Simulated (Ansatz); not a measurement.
Calculated with Ansatz (gas phase, PBE0-D4/def2-TZVP geometries, no zero-point term in ΔE). CCSD(T)/CBS is the MP2 limit (def2-TZVPP, def2-QZVPP) plus CCSD(T) − MP2 in def2-TZVPP, frozen cores. Functionals use def2-TZVPP. One conformer a species, not always the lowest.

Reaction (isomerisation): `FC1C(F)(F)CC1(F)F` → `F/C(=C/C(F)F)C(F)F`

`FC1C(F)(F)CC1(F)F`:

Cartesian coordinates in Å:
```
F -1.926 1.122 0.277
C -0.926 0.451 -0.327
C -0.498 -0.907 0.263
F -0.852 -1.043 1.552
F -0.923 -1.997 -0.401
C 0.975 -0.525 0.082
C 0.520 0.928 -0.090
F 0.645 1.654 1.034
F 1.084 1.620 -1.095
H -1.116 0.351 -1.400
H 1.618 -0.718 0.938
H 1.398 -0.936 -0.833
```

`F/C(=C/C(F)F)C(F)F`:

```xyz
12

F     1.114    1.496    1.365
C     0.566    0.582    0.558
C    -0.745    0.543    0.415
C    -1.534   -0.379   -0.445
F    -2.334    0.366   -1.255
F    -2.357   -1.123    0.342
C     1.667   -0.253   -0.033
F     1.195   -1.360   -0.642
F     2.339    0.474   -0.955
H    -1.334    1.264    0.974
H    -0.952   -1.054   -1.067
H     2.376   -0.555    0.745
```

| level | ΔE (eV) |
| --- | --- |
| BLYP-D4 | -0.12 |
| CCSD/def2-SVP | 0.18 |
| CCSD(T)/def2-SVP | 0.17 |
| SCS-MP2/def2-TZVPP | 0.13 |

Problem. What does CCSD(T)/CBS give? (Best estimate.)

Solution. Ansatz gave: +0.15 eV. The listed levels differ from it by -0.27, 0.03, 0.02, -0.02 eV.

Problem. What do rigid-rotor, harmonic-oscillator terms from PBE0-D4/def2-TZVP frequencies (298.15 K, 1 bar) make of the CCSD(T)/CBS value? (Estimate.)

Solution. Ansatz gave: ΔZPE = 0.00 eV, ΔH = +0.18 eV, ΔS = 36 J/(mol·K), ΔG = +0.07 eV. Modes under 50 cm⁻¹ make the entropy rough.

Largest T1 diagnostic among the species: 0.012.

The D4 term adds +0.03 eV with B3LYP and +0.01 eV with PBE0; it sums over pairs of atoms, weighted by their polarisabilities, and B3LYP, whose exchange is more repulsive, gets the larger term. From PBE to PBE0 (25 % exact exchange), in def2-TZVPP and without D4, ΔE moves by +0.13 eV. In def2-TZVPP, CCSD(T) changes the Hartree–Fock value by +0.09 eV (the triples alone add −0.02 eV) and MP2 by +0.13 eV.

B3LYP here is the variant with VWN-RPA as its local correlation; programs differ in this.
